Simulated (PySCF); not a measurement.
Radial density of Si⁺ (silicon, charge +1)

MN15, [Ne] 3s2 3p1, 2P determinant. All numbers are calculated (PySCF 2.14, the spin-free X2C one-electron Hamiltonian (Gaussian nucleus), in aug-cc-pVDZ-DK (5s4p2d, 27 functions)).

```tsv
r (bohr)	4πr²ρ (e/bohr)	4πr²(ρα − ρβ)
0.00161	0.06456	0.0000
0.00271	0.1734	0.0000
0.00456	0.4471	0.0000
0.00768	1.126	0.0001
0.0129	2.691	0.0002
0.0217	5.863	0.0004
0.0365	10.86	0.0011
0.0614	15.38	0.0034
0.103	14.41	0.0131
0.174	9.821	0.0427
0.292	12.24	0.0798
0.492	13.45	0.0453
0.827	4.928	0.0139
1.39	1.615	0.3061
2.34	1.293	0.4421
3.94	0.1870	0.0954
6.62	0.003674	0.0033
```

Densities and radii are taken from the X2C orbitals without a picture-change correction, which distorts them close to the nucleus.
